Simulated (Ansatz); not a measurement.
One change: `[F][InH][SH]` becomes `[OH][InH][F]`.

Ansatz, PBE0-D4/def2-TZVP geometries, multiplicity 1. Each molecule was computed in one conformer, which needn't be the lowest.

Elements past krypton have def2 core potentials.

| property | `[F][InH][SH]` |
| --- | --- |
| size of the dipole moment (B3LYP/def2-TZVPP) / D | 2.09 |
| LUMO energy (PBE/def2-TZVPP) / eV | -2.24 |
| LUMO energy (ωB97M-V/def2-TZVPP) / eV | -0.05 |
| LUMO energy (PBE0/def2-TZVPP) / eV | -1.55 |
| HOMO energy (ωB97M-V/def2-TZVPP) / eV | -10.06 |
| HOMO–LUMO gap (B3LYP/def2-TZVPP) / eV | 5.81 |

(1) Give the same properties after the change, and the shifts. (Best estimate.)

## Answers

(1) Ansatz gave: 
```tsv
property	`[OH][InH][F]`	shift
size of the dipole moment (B3LYP/def2-TZVPP) / D	4.15	2.06
LUMO energy (PBE/def2-TZVPP) / eV	-2.33	-0.09
LUMO energy (ωB97M-V/def2-TZVPP) / eV	0.05	0.10
LUMO energy (PBE0/def2-TZVPP) / eV	-1.41	0.14
HOMO energy (ωB97M-V/def2-TZVPP) / eV	-11.33	-1.27
HOMO–LUMO gap (B3LYP/def2-TZVPP) / eV	6.86	1.05
```

With PBE0 the HOMO falls by 1.02 eV and the LUMO rises by 0.14 eV, so the gap widens by about 1.16 eV. PBE moves the HOMO by -0.58 eV and ωB97M-V by -1.27 eV. Dipoles are sizes alone; their direction can turn.

B3LYP here is the variant with VWN-RPA as its local correlation; programs differ in this.
